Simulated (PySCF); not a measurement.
**Where the electron goes**

C3HF3N2S.
SMILES with atom numbers: `[F:1][c:2]1[n:3][s:4][c:5]([CH:6]([F:7])[F:8])[n:9]1` (hydrogens: H10 on C6)

The calculation used PySCF, TDDFT B3LYP/def2-SVPD, vertical, gas phase, core orbitals frozen in the response. The structure is a single GFN2-xTB conformer in the gas phase; no vibrational or solvent corrections. Torsions of this conformer, `[F:1][c:2]1[n:3][s:4][c:5]([CH:6]([F:7])[F:8])[n:9]1`: S4–C5–C6–F7 -59°.

Kohn–Sham orbitals with the atoms that hold most of them (Löwdin shares over 4%, at most four atoms; ? is withheld):

```json
{"orbital": "HOMO-3", "ε (eV)": "-9.80", "atoms": "N9 30%, N3 26%, S4 18%, C5 15%"}
{"orbital": "HOMO-2", "ε (eV)": "-9.68", "atoms": "N3 30%, S4 19%, N9 12%, C5 12%"}
{"orbital": "HOMO-1", "ε (eV)": "-9.12", "atoms": "N9 45%, N3 32%, S4 10%, C2 5%"}
{"orbital": "HOMO", "ε (eV)": "-8.29", "atoms": "?"}
{"orbital": "LUMO", "ε (eV)": "?", "atoms": "?"}
{"orbital": "LUMO+1", "ε (eV)": "-1.00", "atoms": "S4 62%, N3 14%, C5 9%, C2 5%"}
{"orbital": "LUMO+2", "ε (eV)": "0.05", "atoms": "C2 30%, N9 25%, N3 19%, F1 8%"}
```

Q: Give the leading atoms of the HOMO.

A: S4 (bonded to C and N) 34%; N3 (bonded to C and S) 17%; C5 (bonded to C, N and S) 15%; C2 (bonded to F and 2 N) 15%. By element: sulfur 34%, carbon 30% or more, nitrogen 17% or more.

Q: Which atoms hold the LUMO, and with what shares?

A: C5 (bonded to C, N and S) 27%; S4 (bonded to C and N) 23%; N9 (bonded to 2 C) 16%; N3 (bonded to C and S) 15%. By element: nitrogen 32%, carbon 27% or more, sulfur 23%.

Q: What is the LUMO energy, and the HOMO–LUMO gap?

A: ε(LUMO) = -2.61 eV; the gap is 5.68 eV (0.2087 hartree).

Q: The HOMO–LUMO gap is 5.68 eV. Where does the response calculation put the lowest singlet, and from which orbitals?

A: S1 is at 5.10 eV (f = 0.0016), 0.58 eV below the gap, made of HOMO-1→LUMO (100%). Its leading pair isn't HOMO and LUMO; the energies of that pair differ by 6.50 eV. Without the coupling terms of the response equations the lowest excitation would equal the gap.

Q: Give energy, strength and leading configuration of S1, S2, S3, S4 and S6, and follow the Löwdin shares of the leading atoms from the occupied to the empty orbital.

A: 
- S1 (5.10 eV, f 0.0016), HOMO-1→LUMO (100%): N9 45% → 16%, N3 32% → 15%, C5 at most 6% → 27%, S4 10% → 23%
- S2 (5.30 eV, f 0.087), HOMO→LUMO (93%): S4 34% → 23%, N3 17% → 15%, C5 15% → 27%
- S3 (5.76 eV, f 0.0012), HOMO-2→LUMO (92%): N3 30% → 15%, S4 19% → 23%, C5 12% → 27%
- S4 (5.99 eV, f 0.0000), HOMO→LUMO+1 (92%): S4 34% → 62%, N3 17% → 14%
- S6 (6.97 eV, f 0.012), HOMO-1→LUMO+1 (89%): N9 45% → at most 6%, N3 32% → 14%, S4 10% → 62%

Löwdin shares depend on the basis, the more so with diffuse functions.
